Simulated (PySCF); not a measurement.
# Magnetic susceptibility: `CC(C)[As]1CC[SiH2]1`, C5H13AsSi

Geometry:
```
atom   x (Å)   y (Å)   z (Å)
  C1  -1.840   1.137   0.968
  C2  -1.097  -0.019   0.309
  C3  -2.081  -1.035  -0.259
 As4   0.086   0.692  -1.159
  C5   1.648   1.217  -0.014
  C6   2.370  -0.122   0.225
 Si7   1.577  -1.134  -1.190
  H8  -1.136   1.867   1.369
  H9  -2.477   1.642   0.239
 H10  -2.469   0.785   1.786
 H11  -0.476  -0.512   1.066
 H12  -2.699  -0.571  -1.029
 H13  -1.551  -1.877  -0.706
 H14  -2.741  -1.418   0.521
 H15   1.384   1.739   0.910
 H16   2.289   1.895  -0.587
 H17   2.097  -0.531   1.198
 H18   3.456  -0.021   0.224
 H19   2.475  -1.233  -2.349
 H20   1.181  -2.491  -0.779
```

Method: PySCF, GIAO HF/pcSseg-1 magnetisability, rotational g tensor and spin-rotation constants, non-relativistic, gas phase. Geometry: GFN2-xTB.

The calculation is non-relativistic, which matters for the atoms heavier than Zn.

Q: What are the magnetisability and the molar susceptibility?

A: Isotropic -1723 × 10⁻³⁰ J/T², or -103.8 × 10⁻⁶ cm³/mol; principal values -1835, -1825, -1509 × 10⁻³⁰ J/T², anisotropy 321 × 10⁻³⁰ J/T² (root of half the summed squared differences of the principal values). The susceptibility is in cgs units.

Q: Split it along the inertial axes a, b, c into diamagnetic and paramagnetic parts about the centre of mass, with the quadrupole moment.

A: 
```
axis  χ (10⁻⁶ cm³/mol)  diamagnetic (10⁻⁶ cm³/mol)  paramagnetic (10⁻⁶ cm³/mol)  summed x² of all electrons (Å²)  quadrupole Θ (D Å)
   a            -102.0                      -700.6                        598.6                            222.1               +1.96
   b            -109.8                     -1222.6                       1112.8                             99.1               +0.63
   c             -99.5                     -1362.5                       1263.0                             66.1               -2.59
```
Anisotropies 2χaa − χbb − χcc = +5.3 and 2χbb − χaa − χcc = -18.1 × 10⁻⁶ cm³/mol. Θ is traceless in Buckingham's convention.

Q: And the rotational g tensor?

A: 
```
axis  rotational constant (GHz)        g  nuclear part  electronic part
   a                     2.2061  -0.0195        0.6009          -0.6204
   b                     1.1413  -0.0055        0.5911          -0.5966
   c                     1.0302  -0.0090        0.6022          -0.6112
```
Asymmetric top; isotopes 75As, 12C, 1H, 28Si; no vibrational averaging.
